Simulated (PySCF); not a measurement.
# Reading the logs of faulty runs: AlB2H5N

Calculated results; nothing here was measured. They come from PySCF 2.14.0, an open-source quantum chemistry program, on an isolated molecule that a program drew, which may never have been made. The molecule is AlB2H5N (charge 0, doublet), drawn as the SMILES string `B[NH][Al][BH2]`.

Each row is a Hartree-Fock (HF) and frozen-core CCSD(T) single point in the cc-pV(D+d)Z basis, meant for a local HF minimum. Run 1 is clean. Each other run has one planted mistake out of seven kinds, and not every kind appears here: one electron removed, one electron added, multiplicity raised by two, geometry at a saddle point, minimal basis STO-3G, one bond length entered in bohr, all coordinates scaled. The reference is restricted for singlets and unrestricted otherwise, and also for a bond in bohr. Adding or removing an electron swaps singlet and doublet. Electrons count all cores. HOMO and LUMO are orbital energies over both spins, the gradient is its largest component, and the lowest frequency (negative if imaginary) is given only where the gradient is small. Bond lengths are over the 8 bonds as drawn. T1 is the CCSD diagnostic: over 0.02 (restricted) or 0.045 (unrestricted) a single reference is doubtful.

Geometry of the clean run:
```xyz
9
AlB2H5N, angstrom
B    -1.5844   -2.2102   -0.9516
N    -1.1056   -0.9740   -0.4756
Al   -2.0482    0.2339    0.4982
B    -1.2690    2.1033    1.1980
H    -0.8769   -2.9449   -1.5924
H    -2.7210   -2.5344   -0.7117
H    -0.1495   -0.7778   -0.7176
H    -1.4372    3.1192    0.5758
H    -0.8133    2.2110    2.3063
```

| run | electrons | basis functions | <S^2> | HOMO (eV) | LUMO (eV) | gradient (hartree/bohr) | lowest frequency (cm^-1) | mean bond (Å) | longest bond (Å) | T1 | HF (hartree) | CCSD(T) (hartree) | mistake |
|---|---|---|---|---|---|---|---|---|---|---|---|---|---|
| 1 | 35 | 90 | 0.811 | -7.84 | 1.02 | 2.4e-05 | 86 | 1.3987 | 2.143 | 0.0236 | -348.65243 | -349.09332 | no fault |
| 2 | 35 | 29 | 0.789 | -4.68 | 6.96 | 3.4e-02 | - | 1.3987 | 2.143 | 0.0266 | -344.39523 | -344.59056 | minimal basis STO-3G |
| 3 | 36 | 90 | 0.000 | -0.47 | 6.53 | 2.6e-02 | - | 1.3987 | 2.143 | 0.0310 | -348.63760 | -349.12395 | one electron added |
| 4 | 35 | 90 | 1.414 | -8.15 | 0.64 | 2.1e-02 | - | 1.5325 | 2.274 | 0.0613 | -348.53836 | -348.97843 | one bond length entered in bohr |
| 5 | 35 | 90 | 0.805 | -7.94 | 0.93 | 3.1e-02 | - | 1.4518 | 2.224 | 0.0229 | -348.64246 | -349.08838 | ? |

**Which mistake was planted in run 5, and what did it cost?**

The mean and the longest bond both change by the same factor, 1.038, and the gradient is no longer small. So the mistake is: all coordinates scaled. Subtracting run 1 and multiplying by 627.51 kcal/mol a hartree, the energy moved by 6.3 kcal/mol in HF and 3.1 kcal/mol in CCSD(T).

Cautions from the logs. Run 3: T1 is over the limit, so its CCSD(T) energy is less reliable; run 4: T1 is over the limit, so its CCSD(T) energy is less reliable.
